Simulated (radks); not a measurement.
Question: All-electron atom: the mercury ion Hg+ in [Xe] 4f14 5d10 6s(up 1, down 0). Calculated with a radial shooting solver on a logarithmic mesh with Libxc functionals: scalar-relativistic Kohn-Sham, PBEsol, spin-polarised, spherical densities, finite nucleus; Fermi nuclear charge, rms radius 5.4648 fm. Some entries of the table are withheld. Estimate them.

| orbital | occ. | eigenvalue (hartree) | <r^2> (bohr^2) |
|---|---|---|---|
| 1s up | 1 | -3054.449 | 0.0003811 |
| 1s down | 1 | -3054.448 | 0.0003811 |
| 2s up | 1 | -541.6774 | 0.005800 |
| 2s down | 1 | -541.6772 | 0.005800 |
| 2p up | 3 | -467.3834 | 0.004899 |
| 2p down | 3 | -467.3832 | 0.004899 |
| 3s up | 1 | -128.7903 | 0.03737 |
| 3s down | 1 | -128.7900 | 0.03737 |
| 3p up | 3 | -107.3136 | 0.03850 |
| 3p down | 3 | -107.3132 | 0.03850 |
| 3d up | 5 | -84.65772 | 0.03188 |
| 3d down | 5 | -84.65745 | 0.03188 |
| 4s up | 1 | -28.56120 | 0.1800 |
| 4s down | 1 | -28.56066 | 0.1800 |
| 4p up | 3 | -21.51604 | 0.2058 |
| 4p down | 3 | -21.51539 | 0.2058 |
| 4d up | 5 | -13.14328 | 0.2329 |
| 4d down | 5 | -13.14252 | 0.2329 |
| 5s up | 1 | -4.67560 | 0.9122 |
| 5s down | 1 | -4.67479 | 0.9116 |
| 4f up | 7 | -3.85901 | 0.2811 |
| 4f down | 7 | -3.85819 | 0.2811 |
| 5p up | 3 | (1) | (2) |
| 5p down | 3 | (3) | (4) |
| 5d up | 5 | -0.69875 | 2.584 |
| 5d down | 5 | -0.68668 | 2.522 |
| 6s up | 1 | -0.55709 | (5) |
| 6s down | 0 | -0.52381 | (6) |

Answer: 
(1) 5p up eigenvalue (hartree): -2.78041
(2) 5p up <r^2> (bohr^2): 1.224
(3) 5p down eigenvalue (hartree): -2.77854
(4) 5p down <r^2> (bohr^2): 1.220
(5) 6s up <r^2> (bohr^2): 7.037
(6) 6s down <r^2> (bohr^2): 7.079
